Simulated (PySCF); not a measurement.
C2H8OSSi, SMILES CO[SiH2]SC.

Coordinates come from a PBE-D3(BJ)/def2-SVP optimisation. Other conformers were not sampled.

Computed with SMD-B3LYP/def2-SVP (PySCF).

Solvation free energies are E(SMD) − E(gas) at the gas-phase geometry, for 1 M in both phases. In vacuum the dipole moment is 2.27 D.

### Question
Estimate the solvation free energies in water, 1-octanol, acetonitrile. (The exact figures need the calculation; the answer reports its results.)

### Answer

```
solvent       ΔG(solv) (kcal/mol)  its non-electrostatic (CDS) part  dipole (D)
------------  -------------------  --------------------------------  ----------
water                        -0.8                               3.8        3.17
1-octanol                    -3.3                               0.5        3.01
acetonitrile                 -3.6                              -0.1        3.05
```
